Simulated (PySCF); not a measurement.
Calculation: TPSSh-D3(BJ)/def2-TZVP // PBE-D3(BJ)/def2-SVP run with PySCF. Isolated molecules, 0 K electronic values unless said otherwise. One relaxed conformer stands for a flexible species; it need not be the lowest. 

Reference species: [Cd(NH2)(F)] (neutral, multiplicity 1).

- charge on the central atom (Mulliken): 0.86 e
- mean distance from the central atom to its bonded neighbours: 1.981 Å
- coordination number: 2

After one change: the charge on the central atom (Mulliken) drops by 0.11 e; the mean distance from the central atom to its bonded neighbours increases by 0.183 Å; the coordination number stays essentially unchanged.

Q: Which change was made? The new species is one of these.
(A) [Cd(NH2)(N(CH3)2)]
(B) [Cd(NH2)(Cl)]
(C) [Cd(NH2)(Br)]
(D) [Cd(NH2)(CH3)]

A: B, [Cd(NH2)(Cl)]
